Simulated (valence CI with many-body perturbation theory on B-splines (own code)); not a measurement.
Results of a calculation; reference values are marked as such.
## A CI+MBPT run for Os LXIV

Method: configuration interaction combined with many-body perturbation theory (CI+MBPT): three valence electrons over a frozen Dirac-Fock core [Ne], a basis of 6 s, 6 p, 5 d, 3 f, 1 g functions for each j, with the one-electron correlation potential Σ1 (screened to all orders), the two-electron term Σ2, the three-electron term Σ3, Breit, model QED; selected single and double excitations, second order for the rest (own B-spline code, finite nucleus).

Command, and the settings that its task file holds:

```sh
python run_cv.py task.json out
```

```
atom Os  Z=76  mass_number=192  rms_radius_fm=5.4126
core [Ne]
valence 3s2 3p1
avg = 1
basis = S
breit = 1
cap = 10000
capref = 1200
cscale = 1
de = 0.0
dress = 0
eps = 2e-08
h = 0.27
hh = 1
l2 = 3
lcore = 6
maxit = 60
n2 = 5
natural = 1
nlev = 20
nno = [3, 3, 3, 2, 1]
nroot = 26
nsp = [3, 3, 2, 1, 0]
pt2 = 1
qed = 1
rpa = 1
s1 = 1
s2 = 1
s3 = 1
screen = 1
tol = 0.03
```

It took 20 s on 1 thread of Intel(R) Xeon(R) Processor @ 2.50GHz (Skylake/Cascade Lake), on a shared host.

Log. The first blocks belong to the next ion, which gives the ionisation energy. Fields: 2J, parity (1 odd), roots, reference size, generating configurations, candidates as configurations/state functions, variational space P, stored matrix elements, Davidson steps; e2 is the range of second-order energies in hartree. The first line gives the box (bohr), its intervals, the orbitals and the steps of their self-consistent field. Window is the range of levels sought, series limit the energy at which the first omitted orbital would enter, core excitation an estimate of the first excitation out of the core, left out the lowest levels not solved, and shifts from estimates the range by which levels moved from their first estimate, all in cm⁻¹.

```
rmax 1.3 intervals 54 orbitals 36 references ['3s2 3p', '3s2 3d', '3s 3p2', '3s 3p 3d', '3p3'] scf 2 t 1.5
2J=0 par=0 roots 2 ref 15 generators 3 cand 92/92 P 107/107 nnz 0 it 0
   second order: generators 5 cand 0/0 e2 -0.00000 -0.00000
reference levels 433, estimated 52, window 8229706 1/cm; series limit 38995545, core excitation 71217087
2J=1 par=1 roots 3 ref 37 generators 7 cand 281/415 P 923/1375 nnz 0 it 1
2J=1 par=1 roots 3 ref 37 generators 8 cand 227/336 P 983/1455 nnz 0 it 2
   second order: generators 10 cand 387/592 e2 -0.00000 -0.00000
2J=1 par=0 roots 4 ref 41 generators 8 cand 286/417 P 922/1356 nnz 0 it 1
2J=1 par=0 roots 4 ref 41 generators 9 cand 242/359 P 1018/1485 nnz 0 it 2
   second order: generators 9 cand 146/230 e2 -0.00000 -0.00000
2J=3 par=1 roots 6 ref 60 generators 8 cand 245/543 P 1177/2426 nnz 0 it 1
2J=3 par=1 roots 6 ref 60 generators 13 cand 198/414 P 1242/2581 nnz 1.1e+06 it 2
   second order: generators 16 cand 589/1304 e2 -0.00000 -0.00000
2J=3 par=0 roots 6 ref 65 generators 11 cand 384/834 P 1065/2140 nnz 0 it 1
2J=3 par=0 roots 6 ref 65 generators 12 cand 311/684 P 1184/2400 nnz 0 it 2
   second order: generators 16 cand 432/1019 e2 -0.00000 -0.00000
2J=5 par=0 roots 4 ref 63 generators 7 cand 346/876 P 1083/2336 nnz 0 it 1
2J=5 par=0 roots 4 ref 63 generators 11 cand 308/767 P 1132/2448 nnz 0 it 2
   second order: generators 15 cand 499/1336 e2 -0.00000 -0.00000
2J=5 par=1 roots 4 ref 55 generators 5 cand 271/679 P 1157/2591 nnz 1.1e+06 it 1
2J=5 par=1 roots 4 ref 55 generators 9 cand 213/501 P 1212/2743 nnz 1.3e+06 it 2
   second order: generators 12 cand 404/1016 e2 -0.00000 -0.00000
2J=7 par=1 roots 2 ref 36 generators 3 cand 396/952 P 923/2000 nnz 0 it 1
2J=7 par=1 roots 2 ref 36 generators 5 cand 277/656 P 1003/2196 nnz 0 it 2
   second order: generators 6 cand 197/460 e2 -0.00000 -0.00000
left out: unestimated 11950884, estimated 9730637, shifts from estimates -1 to 0
operators 1.6
```

The Davidson iterations converged. The settings are bad on purpose, so the numbers may not be properties of the ion.

The last digits are not significant, and no measured levels were compared; by estimate large intervals hold to a few tenths of a per cent, small ones and those within an open d or f shell to about a per cent.

* Valence energy: -818.2322 hartree
* Ionisation energy: 7185.6 eV (NIST: 7185 ± 19 eV (theoretical))
* Reference configurations for the orbitals: 3s2 3p, 3s2 3d, 3s 3p2, 3s 3p 3d, 3p3
* Radial orbitals: 36
* Box radius: 1.317 bohr
* Largest variational space: 2743
* Lowest levels: (3s^2 3p1/2) J=1/2 0.00, (3s 3p1/2^2) J=1/2 1411.3, (3s^2 3p3/2) J=3/2 3331.1, (3s 3p1/2 3p3/2) J=3/2 [a] 4487.1, (3s 3p1/2 3p3/2) J=5/2 4639.8, (3s 3p1/2 3p3/2) J=3/2 [b] 4812.9, (3s 3p1/2 3p3/2) J=1/2 4898.5, (3s^2 3d3/2) J=3/2 5285.4, (3s^2 3d5/2) J=5/2 5959.1, (3p1/2^2 3p3/2) J=3/2 6190.1, (3s 3p1/2 3d3/2) J=3/2 [a] 6299.0, (3s 3p1/2 3d3/2) J=5/2 6397.2, (3s 3p1/2 3d3/2) J=1/2 6619.6, (3s 3p1/2 3d3/2) J=3/2 [b] 6679.5 × 10³ cm⁻¹

Levels are named by their leading jj configuration (3d3/2^4 stands for four electrons in 3d with j = 3/2), which in mixed levels can hold well under half, so a name can repeat and another be missing. Letters in brackets count levels of one name in rising energy.
